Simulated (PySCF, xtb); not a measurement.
H6OSi2, SMILES [SiH3]O[SiH3].

GFN2-xTB in xtb 6.7.1 at its own geometry gives an orbital gap of 5.74 eV and a dipole moment of 0.24 D.

Geometry optimised at PBE0-D3(BJ)/def2-SVP.

### Question
What does PySCF with ωB97X/def2-TZVPD give? (Estimate from the structure and the level; the computed values follow.)

### Answer
gap 12.61 eV (levels -11.14 and 1.46 eV), dipole 0.33 D.
